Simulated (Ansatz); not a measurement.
Born–Oppenheimer molecular dynamics of C2H11NO3Si2 (19 atoms, charge 0, multiplicity 1). It starts from a relaxed structure.

Theory: Ansatz, RHF/6-31G*.

* ensemble: NVE (velocity Verlet)
* time step: 0.5 fs
* steps asked: 300
* starting velocities drawn for: 3000 K
* seed: 430268

Frames 0.5 fs apart, positions in Å.

Velocities at 100 fs (Å/ps):

```
Si 2.98 2.33 -4.48
N 3.39 1.23 -9.14
H -3.13 8.53 24.23
H 22.04 -31.60 21.23
O -8.27 -4.77 -5.20
Si 2.10 -4.20 6.65
H 12.79 -54.46 -94.89
H -6.77 18.22 16.51
H 85.74 27.23 -27.62
O -18.61 7.38 3.85
C 1.74 7.28 7.43
H 28.44 30.91 -31.06
H -8.02 53.44 -23.73
H -35.74 9.71 13.84
O 5.42 -18.31 9.61
C 0.24 0.65 2.86
H 33.19 10.49 -15.22
H 18.51 63.17 -19.27
H -18.63 54.08 -51.33
```

```xyz
19
Properties=species:S:1:pos:R:3 time_fs=100 energy_less_start_eV=3.198 T=1554
Si -0.278 -0.537 0.606
N 0.022 -0.092 2.241
H -0.789 -0.285 2.830
H 0.573 -0.560 2.920
O 1.175 -1.121 0.006
Si 1.849 -0.530 -1.399
H 1.212 0.602 -1.794
H 3.501 -0.394 -1.023
H 1.467 -1.813 -2.528
O -0.508 0.868 -0.295
C -1.077 1.509 -1.416
H -1.418 2.414 -0.912
H -0.295 1.561 -2.128
H -1.834 0.974 -1.912
O -1.363 -1.710 0.285
C -2.682 -1.906 0.741
H -3.306 -2.000 -0.148
H -2.803 -2.736 1.311
H -3.035 -1.177 1.436
19
Properties=species:S:1:pos:R:3 time_fs=100.5 energy_less_start_eV=3.089 T=1605
Si -0.276 -0.536 0.603
N 0.023 -0.092 2.236
H -0.792 -0.280 2.841
H 0.586 -0.576 2.930
O 1.171 -1.123 0.003
Si 1.850 -0.532 -1.395
H 1.218 0.577 -1.842
H 3.494 -0.385 -1.016
H 1.511 -1.796 -2.539
O -0.517 0.871 -0.293
C -1.077 1.513 -1.412
H -1.404 2.430 -0.929
H -0.298 1.589 -2.141
H -1.853 0.978 -1.905
O -1.360 -1.719 0.290
C -2.682 -1.905 0.742
H -3.290 -1.994 -0.155
H -2.794 -2.708 1.303
H -3.045 -1.148 1.410
19
Properties=species:S:1:pos:R:3 time_fs=101 energy_less_start_eV=2.933 T=1677
Si -0.275 -0.535 0.601
N 0.024 -0.092 2.233
H -0.795 -0.271 2.849
H 0.604 -0.592 2.935
O 1.167 -1.125 0.001
Si 1.852 -0.535 -1.392
H 1.223 0.558 -1.894
H 3.481 -0.376 -1.012
H 1.558 -1.774 -2.547
O -0.527 0.875 -0.291
C -1.075 1.516 -1.408
H -1.390 2.446 -0.950
H -0.301 1.620 -2.154
H -1.875 0.981 -1.898
O -1.358 -1.728 0.295
C -2.682 -1.904 0.743
H -3.274 -1.988 -0.161
H -2.784 -2.691 1.300
H -3.054 -1.117 1.383
19
Properties=species:S:1:pos:R:3 time_fs=101.5 energy_less_start_eV=2.692 T=1786
Si -0.273 -0.534 0.598
N 0.025 -0.091 2.229
H -0.799 -0.259 2.853
H 0.623 -0.607 2.934
O 1.162 -1.127 -0.002
Si 1.853 -0.538 -1.389
H 1.226 0.545 -1.948
H 3.461 -0.368 -1.010
H 1.606 -1.747 -2.551
O -0.536 0.877 -0.288
C -1.074 1.520 -1.403
H -1.377 2.464 -0.974
H -0.305 1.652 -2.167
H -1.898 0.983 -1.889
O -1.355 -1.737 0.300
C -2.682 -1.902 0.743
H -3.259 -1.982 -0.166
H -2.774 -2.686 1.304
H -3.064 -1.083 1.356
19
Properties=species:S:1:pos:R:3 time_fs=102 energy_less_start_eV=2.382 T=1925
Si -0.271 -0.532 0.595
N 0.025 -0.092 2.227
H -0.802 -0.244 2.853
H 0.643 -0.619 2.926
O 1.157 -1.129 -0.005
Si 1.855 -0.542 -1.385
H 1.228 0.537 -2.003
H 3.435 -0.359 -1.010
H 1.657 -1.715 -2.550
O -0.545 0.880 -0.286
C -1.073 1.524 -1.399
H -1.366 2.482 -1.000
H -0.309 1.684 -2.179
H -1.920 0.986 -1.880
O -1.352 -1.746 0.306
C -2.681 -1.899 0.742
H -3.246 -1.976 -0.170
H -2.765 -2.694 1.315
H -3.073 -1.050 1.327
19
Properties=species:S:1:pos:R:3 time_fs=102.5 energy_less_start_eV=2.070 T=2065
Si -0.269 -0.531 0.592
N 0.026 -0.092 2.225
H -0.804 -0.227 2.850
H 0.662 -0.629 2.912
O 1.153 -1.130 -0.007
Si 1.857 -0.546 -1.382
H 1.230 0.532 -2.060
H 3.404 -0.351 -1.012
H 1.709 -1.679 -2.545
O -0.555 0.882 -0.283
C -1.072 1.527 -1.394
H -1.355 2.501 -1.027
H -0.314 1.716 -2.190
H -1.942 0.991 -1.869
O -1.350 -1.754 0.311
C -2.681 -1.895 0.741
H -3.234 -1.970 -0.174
H -2.757 -2.711 1.332
H -3.082 -1.016 1.298
19
Properties=species:S:1:pos:R:3 time_fs=103 energy_less_start_eV=1.833 T=2172
Si -0.266 -0.530 0.589
N 0.026 -0.093 2.224
H -0.805 -0.206 2.843
H 0.680 -0.636 2.889
O 1.148 -1.132 -0.010
Si 1.860 -0.550 -1.378
H 1.231 0.530 -2.117
H 3.368 -0.342 -1.016
H 1.762 -1.640 -2.537
O -0.564 0.884 -0.279
C -1.071 1.531 -1.390
H -1.346 2.520 -1.055
H -0.321 1.747 -2.199
H -1.960 0.996 -1.856
O -1.347 -1.762 0.317
C -2.680 -1.890 0.739
H -3.224 -1.966 -0.178
H -2.749 -2.735 1.354
H -3.089 -0.985 1.268
19
Properties=species:S:1:pos:R:3 time_fs=103.5 energy_less_start_eV=1.720 T=2223
Si -0.264 -0.528 0.586
N 0.026 -0.095 2.224
H -0.805 -0.183 2.832
H 0.697 -0.640 2.860
O 1.143 -1.133 -0.013
Si 1.863 -0.555 -1.375
H 1.233 0.530 -2.173
H 3.328 -0.334 -1.021
H 1.815 -1.599 -2.524
O -0.573 0.885 -0.276
C -1.071 1.534 -1.386
H -1.339 2.539 -1.083
H -0.329 1.776 -2.205
H -1.976 1.004 -1.841
O -1.344 -1.771 0.322
C -2.680 -1.885 0.738
H -3.216 -1.963 -0.182
H -2.743 -2.762 1.377
H -3.094 -0.955 1.237
19
Properties=species:S:1:pos:R:3 time_fs=104 energy_less_start_eV=1.747 T=2211
Si -0.262 -0.527 0.583
N 0.026 -0.097 2.224
H -0.803 -0.159 2.819
H 0.711 -0.641 2.825
O 1.138 -1.134 -0.016
Si 1.865 -0.559 -1.372
H 1.236 0.529 -2.226
H 3.286 -0.325 -1.027
H 1.870 -1.556 -2.509
O -0.582 0.887 -0.272
C -1.070 1.538 -1.382
H -1.333 2.558 -1.111
H -0.339 1.802 -2.208
H -1.988 1.013 -1.825
O -1.341 -1.779 0.328
C -2.679 -1.880 0.736
H -3.210 -1.961 -0.187
H -2.738 -2.788 1.399
H -3.098 -0.929 1.205
19
Properties=species:S:1:pos:R:3 time_fs=104.5 energy_less_start_eV=1.907 T=2138
Si -0.260 -0.526 0.579
N 0.026 -0.099 2.225
H -0.800 -0.133 2.804
H 0.722 -0.639 2.785
O 1.133 -1.135 -0.019
Si 1.868 -0.564 -1.369
H 1.240 0.528 -2.277
H 3.243 -0.315 -1.033
H 1.924 -1.514 -2.492
O -0.591 0.888 -0.268
C -1.070 1.542 -1.379
H -1.328 2.576 -1.137
H -0.350 1.824 -2.208
H -1.996 1.025 -1.807
O -1.337 -1.786 0.334
C -2.678 -1.874 0.734
H -3.206 -1.961 -0.191
H -2.734 -2.811 1.420
H -3.099 -0.906 1.173
19
Properties=species:S:1:pos:R:3 time_fs=105 energy_less_start_eV=2.184 T=2013
Si -0.257 -0.524 0.575
N 0.026 -0.101 2.226
H -0.798 -0.106 2.788
H 0.732 -0.635 2.740
O 1.127 -1.136 -0.022
Si 1.871 -0.569 -1.366
H 1.246 0.526 -2.323
H 3.202 -0.304 -1.038
H 1.979 -1.474 -2.474
O -0.600 0.888 -0.264
C -1.070 1.546 -1.376
H -1.325 2.593 -1.161
H -0.363 1.842 -2.206
H -2.000 1.038 -1.788
O -1.334 -1.794 0.340
C -2.678 -1.869 0.733
H -3.204 -1.963 -0.196
H -2.732 -2.828 1.437
H -3.099 -0.887 1.141
19
Properties=species:S:1:pos:R:3 time_fs=105.5 energy_less_start_eV=2.543 T=1851
Si -0.255 -0.523 0.572
N 0.026 -0.103 2.227
H -0.795 -0.078 2.773
H 0.740 -0.629 2.694
O 1.122 -1.137 -0.025
Si 1.873 -0.574 -1.364
H 1.252 0.522 -2.365
H 3.164 -0.290 -1.042
H 2.033 -1.438 -2.456
O -0.609 0.889 -0.260
C -1.070 1.550 -1.374
H -1.324 2.608 -1.183
H -0.376 1.855 -2.201
H -2.001 1.054 -1.768
O -1.330 -1.800 0.346
C -2.677 -1.863 0.731
H -3.204 -1.967 -0.201
H -2.731 -2.839 1.451
H -3.097 -0.873 1.110
```

Of the whole run (150 fs, mean temperature of the second half 1777 K): The conserved energy stayed within 2.1 meV per atom of its start (net change 1.3 meV per atom), so the integration is sound. A run of 0.15 ps of so small a system gives no equilibrium averages.

Run time: 5.8 min on 4 threads of AMD EPYC 9R45 96-Core Processor (Zen 5), with other jobs on the host, peak memory 0.49 GiB.
